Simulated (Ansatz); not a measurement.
Sn(NMeEt)H3 (C3H11NSn), 16 atoms. Hardware: 4 threads of Intel Xeon on a shared host.

In the def2 sets Sn takes a core potential; there is no spin–orbit coupling. Correlated methods freeze 8 core orbitals; core or outer-core shells of Sn are correlated, in sets that lack core-valence functions.

**Question.** How many basis functions does each of these Ansatz runs have, and roughly what does it cost? CCSD(T)/def2-SVP, charge 1 doublet at the geometry of the charge 0 singlet, energy, from earlier orbitals; PBE0-D4/def2-TZVPD, charge -1 doublet at the geometry of the charge 0 singlet, energy; r2SCAN-D4/def2-TZVP, charge 0 singlet, energy, from earlier orbitals; PBE0-D4/def2-SVP, charge 0 singlet, energy, from earlier orbitals; revPBE-D4/def2-TZVP, charge 0 singlet, energy, from earlier orbitals; r2SCANh-D4/def2-TZVPD, charge 0 singlet, energy, from earlier orbitals; RPA@PBE/def2-TZVP, charge 0 singlet, energy, from earlier orbitals; PBE0-D4/def2-TZVP, charge 0 triplet at the geometry of the charge 0 singlet, energy; r2SCANh-D4/def2-TZVP, charge 0 singlet, energy, from earlier orbitals; r2SCANh-D4/def2-TZVP, charge 1 doublet at the geometry of the charge 0 singlet, energy, from earlier orbitals; CCSD(T)/def2-SVP, charge 0 singlet, energy, from earlier orbitals; PBE-D4/def2-TZVP, charge 0 singlet, energy and forces, from earlier orbitals.

**Answer.** Other jobs shared the machine, so times can vary by a factor of up to 3. A dash marks memory too small to be measured apart from the calling script's.

```json
{"run": "PBE0-D4/def2-SVP, charge 0 singlet, energy, from earlier orbitals", "functions": "137", "fitting or Cholesky vectors": "1638", "wall time": "3.8 s", "peak host memory (GiB)": "–"}
{"run": "revPBE-D4/def2-TZVP, charge 0 singlet, energy, from earlier orbitals", "functions": "240", "fitting or Cholesky vectors": "1567", "wall time": "4.3 s", "peak host memory (GiB)": "–"}
{"run": "PBE-D4/def2-TZVP, charge 0 singlet, energy and forces, from earlier orbitals", "functions": "240", "fitting or Cholesky vectors": "1567", "wall time": "7 s", "peak host memory (GiB)": "–"}
{"run": "r2SCAN-D4/def2-TZVP, charge 0 singlet, energy, from earlier orbitals", "functions": "240", "fitting or Cholesky vectors": "1567", "wall time": "8 s", "peak host memory (GiB)": "–"}
{"run": "r2SCANh-D4/def2-TZVP, charge 0 singlet, energy, from earlier orbitals", "functions": "240", "fitting or Cholesky vectors": "1582", "wall time": "10 s", "peak host memory (GiB)": "0.72"}
{"run": "RPA@PBE/def2-TZVP, charge 0 singlet, energy, from earlier orbitals", "functions": "240", "fitting or Cholesky vectors": "1822", "wall time": "15 s", "peak host memory (GiB)": "0.75"}
{"run": "r2SCANh-D4/def2-TZVPD, charge 0 singlet, energy, from earlier orbitals", "functions": "303", "fitting or Cholesky vectors": "1671", "wall time": "16 s", "peak host memory (GiB)": "0.99"}
{"run": "r2SCANh-D4/def2-TZVP, charge 1 doublet at the geometry of the charge 0 singlet, energy, from earlier orbitals", "functions": "240", "fitting or Cholesky vectors": "1582", "wall time": "19 s", "peak host memory (GiB)": "1"}
{"run": "PBE0-D4/def2-TZVP, charge 0 triplet at the geometry of the charge 0 singlet, energy", "functions": "240", "fitting or Cholesky vectors": "1640", "wall time": "19 s", "peak host memory (GiB)": "0.93"}
{"run": "CCSD(T)/def2-SVP, charge 0 singlet, energy, from earlier orbitals", "functions": "137", "fitting or Cholesky vectors": "1495", "wall time": "41 s", "peak host memory (GiB)": "1.2"}
{"run": "PBE0-D4/def2-TZVPD, charge -1 doublet at the geometry of the charge 0 singlet, energy", "functions": "303", "fitting or Cholesky vectors": "1750", "wall time": "69 s", "peak host memory (GiB)": "1.3"}
{"run": "CCSD(T)/def2-SVP, charge 1 doublet at the geometry of the charge 0 singlet, energy, from earlier orbitals", "functions": "137", "fitting or Cholesky vectors": "1495", "wall time": "2.9 min", "peak host memory (GiB)": "2.9"}
```
